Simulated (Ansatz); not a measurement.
One change: `COB([SiH3])Cl` becomes `COB(F)Cl`.

Ansatz, PBE0-D4/def2-TZVP geometries, multiplicity 1. Each molecule was computed in one conformer, which needn't be the lowest.

| property | `COB([SiH3])Cl` |
| --- | --- |
| size of the dipole moment (ωB97M-V/def2-TZVPP) / D | 2.13 |
| LUMO energy (PBE0/def2-TZVPP) / eV | -0.94 |
| HOMO energy (PBE/def2-TZVPP) / eV | -6.85 |
| HOMO energy (PBE0/def2-TZVPP) / eV | -8.11 |
| HOMO energy (B3LYP/def2-TZVPP) / eV | -7.89 |
| LUMO energy (PBE/def2-TZVPP) / eV | -1.86 |

(1) Give the same properties after the change, and the shifts. (An estimate is asked.)

## Answers

(1) Ansatz gave: 
```csv
property,`COB(F)Cl`,shift
size of the dipole moment (ωB97M-V/def2-TZVPP) / D,2.41,0.28
LUMO energy (PBE0/def2-TZVPP) / eV,0.57,1.51
HOMO energy (PBE/def2-TZVPP) / eV,-7.78,-0.93
HOMO energy (PBE0/def2-TZVPP) / eV,-9.30,-1.19
HOMO energy (B3LYP/def2-TZVPP) / eV,-9.04,-1.15
LUMO energy (PBE/def2-TZVPP) / eV,-0.48,1.38
```

With PBE0 the HOMO falls by 1.19 eV and the LUMO rises by 1.51 eV, so the gap widens by about 2.70 eV. PBE moves the HOMO by -0.93 eV and ωB97M-V by -1.39 eV. Dipoles are sizes alone; their direction can turn.

B3LYP here is the variant with VWN-RPA as its local correlation; programs differ in this.
